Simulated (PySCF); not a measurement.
C4H9KO, SMILES CC(C)(C)[O][K]. Atoms are numbered in the order given.

```xyz
15

K      0.0000     0.0000     2.5427
O      0.0000     0.0000     0.3055
C      0.0000     0.0000    -1.0665
C      1.2570    -0.7257    -1.6037
C     -1.2570    -0.7257    -1.6037
C      0.0000     1.4514    -1.6037
H      1.3049    -0.7534    -2.7066
H      1.2707    -1.7625    -1.2285
H      2.1617    -0.2192    -1.2285
H     -1.2707    -1.7625    -1.2285
H     -1.3049    -0.7534    -2.7066
H     -2.1617    -0.2192    -1.2285
H      0.8910     1.9817    -1.2285
H     -0.8910     1.9817    -1.2285
H      0.0000     1.5068    -2.7066
```
Charge 0, spin multiplicity 1.

The structure is a stationary point at B3LYP-D3(BJ)/def2-SVP. The isomer is the one that the SMILES or the coordinates give; other isomers of the formula were not compared.

Level of theory: PBE/pcSseg-1 run with PySCF.

GIAO shieldings, no solvent; atoms alike by connectivity are averaged. δ = σ(ref) − σ: ¹⁷O against H2O (σ = 334.3 ppm); ¹³C against TMS (σ = 182.0 ppm); ¹H against TMS (σ = 31.49 ppm), references at their B3LYP-D3(BJ)/def2-TZVP geometries, non-relativistic.

| atoms | nucleus | count | δ (ppm) |
|---|---|---|---|
| O2 | ¹⁷O | 1 | (withheld) |
| C3 | ¹³C | 1 | 73.5 |
| C4, C5, C6 | ¹³C | 3 | 41.2 |
| H7, H8, H9, H10, H11, H12, H13, H14, H15 | ¹H | 9 | (withheld) |

Fill in the missing entries. (Estimate from the structure and the level; the computed values follow.)


- H7, H8, H9, H10, H11, H12, H13, H14, H15, δ (ppm): 1.42
- O2, δ (ppm): 154.7
